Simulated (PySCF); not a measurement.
Computed shifts of a molecule C3H7NOSi, PBE/pcSseg-1 (PySCF), GIAO, gas phase, atoms alike by connectivity averaged where their shifts nearly agree, in ppm (number of nuclei): ¹³C: 92.2 (1), 74.7 (1), 39.8 (1). ¹⁵N: 69.3 (1). ²⁹Si: -22.4 (1). ¹H: 5.36 (1), 5.03 (1), 4.01 (2), 2.32 (1), 2.19 (1), 1.58 (1). References: ¹³C against TMS (σ = 182.0 ppm); ¹⁵N against NH3 (σ = 267.0 ppm); ²⁹Si against TMS (σ = 335.4 ppm); ¹⁷O against H2O (σ = 334.3 ppm); ¹H against TMS (σ = 31.49 ppm), references at their B3LYP-D3(BJ)/def2-TZVP geometries, non-relativistic. Coordinates come from a PBE0-D3(BJ)/def2-SVP optimisation. The values are those of a single conformer.

Q: Pick the molecule that these values belong to.
A. N[Si@H]1C=COC1
B. C#CCN[SiH2]O
C. CC1=CO[Si@H]1N
D. CN[Si@@H]1C=CO1

A: B, C#CCN[SiH2]O
